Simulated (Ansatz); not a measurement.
Basis sets compared for SnH3(NHEt) (C₂H₉NSn). Charge 0, multiplicity 1. Geometry B3LYP-D4/def2-SVP. Ansatz on 2 threads of Arm Neoverse N1 on a shared host; times are rough, and most runs start from earlier orbitals.

```xyz
13

C    -0.301   -0.749   -0.824
C     1.177   -0.544   -1.173
N    -0.652   -0.597    0.580
Sn   -0.751    1.253    1.474
H    -1.283    0.950    3.079
H     0.741    2.130    1.505
H    -1.908    2.134    0.559
H    -0.188   -1.295    1.160
H    -0.608   -1.758   -1.161
H    -0.916   -0.045   -1.414
H     1.512    0.478   -0.926
H     1.363   -0.709   -2.248
H     1.814   -1.247   -0.610
```

In the def2 sets Sn takes a core potential; there is no spin–orbit coupling. Another isomer (singlet) lies 0.17 eV lower at PBE0-D4/def2-TZVP; other spin states weren't run for this one.

Binding counts from free atoms (C triplet, N quartet, Sn triplet, H doublet) in the same basis, without a counterpoise term.

```json
{"level": "PBE-D4/def2-SVP", "functions": "113", "energy (Eh)": "-350.3500", "HOMO (eV)": "-4.88", "LUMO (eV)": "-0.52", "binding per atom (eV)": "3.45", "wall time": "3.2 s"}
{"level": "PBE0-D4/def2-SVP", "functions": "113", "energy (Eh)": "-350.3856", "HOMO (eV)": "-6.27", "LUMO (eV)": "0.32", "binding per atom (eV)": "3.41", "wall time": "3.6 s"}
```

(1) Estimate the rows for PBE-D4/def2-TZVP (with forces), PBE0-D4/def2-TZVP.

Answers

(1) 
```csv
level,functions,energy (Eh),HOMO (eV),LUMO (eV),binding per atom (eV),wall time
PBE-D4/def2-TZVP (with forces),197,-350.5147,-5.09,-0.86,3.44,7 s
PBE0-D4/def2-TZVP,197,-350.5454,-6.42,-0.07,3.40,7.5 s
```
